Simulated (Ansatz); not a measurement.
`[K][Br]` + HCl → `[Cl][K]` + HBr at 600 K and 1 bar (ligand exchange at a K–Br bond).

Program: Ansatz. Geometries: PBE0-D4/def2-TZVP. ΔE: electronic, gas phase. CBS: MP2 limit from def2 TZ/QZ plus the TZ coupled-cluster correction, frozen cores. This one scheme is used for every species. For Br, K outer-core shells are correlated without core-valence functions, which leaves a few kJ/mol of doubt a bond. Scalar relativity is left out up to krypton.

| species | CCSD(T)/CBS energy (Eh) | H − E (kJ/mol) | S (J/(mol·K)) |
| --- | --- | --- | --- |
| `[K][Br]` | -3172.84244 | 22.6 | 276.5 |
| HCl | -460.38127 | 35.4 | 207.2 |
| `[Cl][K]` | -1059.29673 | 22.6 | 264.8 |
| HBr | -2573.91920 | 33.5 | 219.1 |

H − E and S are ideal-gas, rigid-rotor, harmonic terms from PBE0-D4/def2-TZVP. 1 Eh = 2625.50 kJ/mol, R = 8.31446 J/(mol·K).

Task: By hand: ΔE, ΔH, ΔS and ΔG.

Result: ΔE = (-1059.29673) + (-2573.91920) − (-3172.84244) − (-460.38127) = 0.00778 Eh = 20.4 kJ/mol. Δ(H − E) = 22.6 + 33.5 − 22.6 − 35.4 = -1.9, so ΔH = 18.5 kJ/mol. ΔS = 264.8 + 219.1 − 276.5 − 207.2 = 0.2 J/(mol·K). ΔG = 18.5 − 600 × (0.2)/1000 = 18.4 kJ/mol.

Task: By hand: the equilibrium constant, and the temperature at which ΔG would vanish if ΔH and ΔS stayed fixed.

Result: log₁₀ K = −ΔG/(RT ln 10) = -1.6. ΔG = 0 at ΔH/ΔS = 92500 K, far beyond where these terms or the molecules hold.

The number of gas molecules stays the same, so ΔS is small and ΔH decides. A doubt of 5 kJ/mol in ΔE shifts log₁₀ K by 0.4 here. These are equilibria of isolated gas molecules and say nothing of rates. Largest T1 diagnostic: 0.006 (customary marks: 0.02 for closed shells, 0.045 for open ones).
